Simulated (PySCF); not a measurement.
Start geometry of `FB([C@H]1SC1)F` from GFN2-xTB (Å):
```
atom  x, y, z in Å
F1     2.3199    1.1556   -0.0802
B2     1.3695    0.2492   -0.2215
F3     1.7815   -0.8850   -0.7351
C4    -0.0790    0.5006    0.1741
C5    -1.1022   -0.6255    0.2339
S6    -1.2691    0.3684   -1.2449
H7    -0.3240    1.3678    0.7864
H8    -0.7234   -1.6215    0.0832
H9    -1.9154   -0.5267    0.9703
```

Question: What comes out of this run: PySCF 2.14.0, PBE0-D3(BJ)/def2-SVP geometry optimisation, gas phase?

Answer: 
```
atom  x, y, z in Å
F1     2.2595    1.1987    0.2282
B2     1.3722    0.2358    0.0577
F3     1.8245   -0.9505   -0.3048
C4    -0.1472    0.4846    0.2610
C5    -1.0999   -0.6116   -0.0288
S6    -0.8809    0.5054   -1.4289
H7    -0.4849    1.3082    0.8988
H8    -0.7025   -1.6225   -0.1667
H9    -2.0837   -0.5628    0.4479
```

The energy falls by 1.9 kcal/mol over 12 energy and gradient evaluations, the largest force component goes from 0.0371 to 2.1e-04 Eh/bohr, and the atoms move by 0.118 Å rms after alignment. The bond that changes most is C4–C5 (both ends sp3 carbon bound to sulfur), which shortens by 0.042 Å. Bonds longer at the end by more than 0.005 Å: 5 of 9; shorter: 3. Among the angles that change most is B2–C4–S6, from 113.5° to 105.7°. Among the dihedrals that turn most is F1–B2–C4–C5, from -169° to 176°. Rotational constants go from 5700, 1791, 1676 to 5322, 1952, 1764 MHz. The orientation of the end geometry is arbitrary; only internal coordinates are fixed.

The run used 103 basis functions and 72 SCF cycles in all.

No PBE0-D3(BJ)/def2-SVP frequencies stand behind this structure, so it isn't proved a minimum. One conformer, not necessarily the lowest.
